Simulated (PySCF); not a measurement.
C7H10B2.
Geometry (PBE0-D3(BJ)/def2-SVP, Å), atoms numbered from 1 in this order:
```
atom  x, y, z in Å
B1     2.9175    0.0054   -0.1014
C2     2.2769    1.3611   -0.5473
C3     0.9312    1.5013   -0.5649
B4    -0.0151    0.3210   -0.1270
C5    -1.5463    0.4929   -0.1575
C6    -2.3861   -0.1760    0.9357
C7    -2.4453   -0.7114   -0.4351
C8     0.6480   -1.0283    0.3487
C9     1.9935   -1.1689    0.3648
H10    4.1206   -0.1396   -0.1255
H11    2.9103    2.2026   -0.8585
H12    0.4935    2.4561   -0.8911
H13   -1.9500    1.4476   -0.5113
H14   -3.2336    0.4022    1.3129
H15   -1.8554   -0.7459    1.7032
H16   -1.9623   -1.6681   -0.6523
H17   -3.3380   -0.5144   -1.0344
H18    0.0263   -1.8762    0.6717
H19    2.4296   -2.1200    0.6982
```

All values: PBE0/pcSseg-1 and PBE0/def2-SVPD (PySCF, non-relativistic), on one gas-phase PBE0-D3(BJ)/def2-SVP geometry that isn't relaxed in the solvent. The solvent is an IEF-PCM continuum (cavity from Bondi-type radii × 1.2). The model holds no explicit solvent molecules, cavitation or dispersion.

Gas phase at PBE0/pcSseg-1: HOMO -7.50 eV, LUMO -3.18 eV, dipole 1.74 D.

Task: What does the continuum do to the energy, the frontier levels and the dipole at PBE0/pcSseg-1 in benzene and dichloromethane?

Result: 
| solvent | ε | E(solvent) − E(gas) (kJ/mol) | polarisation term (kJ/mol) | distortion of the solute (kJ/mol) | HOMO (eV) | LUMO (eV) | dipole (D) |
| --- | --- | --- | --- | --- | --- | --- | --- |
| benzene | 2.271 | -4.00 | -4.20 | 0.20 | -7.51 | -3.17 | 2.02 |
| dichloromethane | 8.93 | -7.86 | -8.66 | 0.80 | -7.54 | -3.19 | 2.28 |

The polarisation term is half the interaction of the solute with the surface charges that it induces; the rest is the cost of distorting the solute's density. The sum is the electrostatic part of solvation alone. From benzene to dichloromethane the lowering changes by a factor 1.96, Onsager's factor (ε − 1)/(2ε + 1) by 1.83 and ε itself by 3.9.

Task: Which radius a makes the point-dipole formula ΔE = −[(ε − 1)/(2ε + 1)]·μ²/a³ give the value in dichloromethane, with the gas-phase dipole?

Result: μ = 0.686 au and |ΔE| = 0.00299 Eh give a = 2.14 Å; the farthest nucleus lies 4.12 Å from the centroid of the nuclei, so such a sphere wouldn't even hold the nuclei. The formula assumes a rigid point dipole at the centre of a sphere.

Task: Give the dipole vector in the frame of the coordinates (D, pointing from negative to positive charge), gas and dichloromethane.

Result: Gas (-1.74, -0.03, 0.10), solvent (-2.28, -0.07, 0.14). Its length changes by +31 % and its direction by less than 1°.

Task: Which ESP-fitted charges (PBE0/pcSseg-1) respond most in benzene (means over atoms taken as equivalent)?

Result: 
| atoms | environment | gas (e) | solvent (e) | change |
| --- | --- | --- | --- | --- |
| C2/C9 | unsaturated ring CH carbon | -0.331 | -0.346 | -0.015 |
| C5 | sp3 carbon bound to boron | -0.271 | -0.281 | -0.010 |
| B1 | ring boron | +0.457 | +0.465 | +0.008 |
| H13 | methine hydrogen | +0.143 | +0.150 | +0.007 |
| H10 | B–H hydrogen | -0.164 | -0.169 | -0.005 |
| H12/H18 | vinylic hydrogen | +0.116 | +0.121 | +0.005 |
| H14/H17 | methylene hydrogen | +0.160 | +0.165 | +0.005 |
| H11/H19 | vinylic hydrogen | +0.125 | +0.130 | +0.005 |
| C6/C7 | three-membered-ring carbon | -0.279 | -0.283 | -0.004 |
| H15/H16 | methylene hydrogen | +0.129 | +0.132 | +0.003 |
| C3/C8 | unsaturated ring CH carbon | -0.169 | -0.167 | +0.002 |
| B4 | ring boron | +0.331 | +0.330 | -0.001 |

Task: How do the nuclear quadrupole coupling constants eQVzz/h respond in benzene?

Result: 
```json
{"nucleus": "11B at B1", "Q (barn)": "0.04059", "gas (MHz)": "5.44", "solvent (MHz)": "5.42", "η gas": "0.02", "η solvent": "0.03"}
{"nucleus": "11B at B4", "Q (barn)": "0.04059", "gas (MHz)": "5.05", "solvent (MHz)": "5.04", "η gas": "0.07", "η solvent": "0.08"}
```

Gas phase at PBE0/def2-SVPD: HOMO -7.51 eV, LUMO -3.16 eV, dipole 1.74 D.

Task: What does the continuum do to the energy, the frontier levels and the dipole at PBE0/def2-SVPD in benzene?

Result: 
```
solvent      ε  E(solvent) − E(gas) (kJ/mol)  polarisation term (kJ/mol)  distortion of the solute (kJ/mol)  HOMO (eV)  LUMO (eV)  dipole (D)
benzene  2.271                         -3.99                       -4.22                               0.23      -7.51      -3.15        2.02
```

Task: How does the static polarisability (PBE0/def2-SVPD, frozen core, with the continuum's full static response) change?

Result: 
| medium | isotropic (au) | principal values (au) | ⟨r²⟩ of the electrons (bohr²) |
| --- | --- | --- | --- |
| gas | 109.2 | 73.6, 99.6, 154.2 | 1344.9 |
| benzene | 126.6 | 84.1, 115.1, 180.5 | 1344.7 |

The isotropic value in benzene is 1.16 times the gas-phase one; no cavity-field correction is applied. ⟨r²⟩ is taken about the centre of nuclear charge.
